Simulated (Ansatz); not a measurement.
Two structures of InH$_{2}$ClO$_{2}$, closed shell, reached by relaxing down either side of one saddle point (PBE0-D4/def2-TZVP). Energies are electronic, without zero-point energy. Ansatz 0.2.0; basis: def2-TZVPP and def2-QZVPP; cores frozen in the correlated methods. Filled d shells of the heavier atoms are correlated. Core potentials replace the inner electrons of the atoms past krypton. The def2 sets are not built for correlating such inner shells, so the correlated values are less sure here. Extrapolation: Hartree–Fock as exp(−7.88 √X), correlation as X^−2.97. First:

In1  (-0.189, 0.272, 0.160)
O2  (1.519, -0.204, -0.700)
O3  (-1.593, -1.086, 0.352)
H4  (-1.319, -1.932, -0.012)
Cl5  (-0.547, 2.412, 0.939)
H6  (2.129, 0.538, -0.739)
(Å)

Second:

| atom | x (Å) | y (Å) | z (Å) |
| --- | --- | --- | --- |
| In1 | -0.9443 | 0.5697 | 0.5384 |
| O2 | 1.0597 | -0.5231 | -0.2652 |
| O3 | -1.5036 | -1.1433 | 0.1060 |
| H4 | 0.3487 | -1.2033 | -0.3747 |
| Cl5 | -0.4757 | 2.7199 | 1.1011 |
| H6 | 1.5153 | -0.4198 | -1.1055 |

(1) Which bonds change from the first to the second?

(2) Give the saddle point's structure and its height above each. (An estimate is asked for; the value comes from the calculation.)

T1 diagnostic: at most 0.023. The restricted Hartree–Fock reference is unstable towards an unrestricted one at one or more of these structures.

## Answers

(1) InH₂ClO₂ ([OH][In]([OH])[Cl]) → InClO + H₂O (still joined by a long In–O bond); bonds formed: O2–H4; bonds broken: O3–H4; bonds weakened to dative contacts: In1–O2.

(2) By the calculation: 42.87 kcal/mol above the first and 3.36 kcal/mol above the second (CCSD(T) at an estimated basis limit (MP2 extrapolated from triple and quadruple zeta, plus CCSD(T) − MP2 in triple zeta)).
| atom | x (Å) | y (Å) | z (Å) |
| --- | --- | --- | --- |
| In1 | -0.7700 | 0.5814 | 0.4947 |
| O2 | 1.0258 | -0.5396 | -0.2499 |
| O3 | -1.2664 | -1.1767 | 0.0246 |
| H4 | 0.0886 | -1.1645 | -0.3015 |
| Cl5 | -0.5421 | 2.7443 | 1.1316 |
| H6 | 1.4642 | -0.4449 | -1.0994 |

Labels in which every atom is bracketed show which atoms are joined, not bond orders.

For scale, one of the runs: CCSD(T)/def2-TZVPP, 182 basis functions, launched by `ansatz run in.yaml --threads 4 --pin off --events-out ev --progress --plain --max-ram 9574MiB`. The run took 60 s on 4 CPU threads of an Arm Neoverse V1 (shared host), with 2 GiB of host memory at its peak.
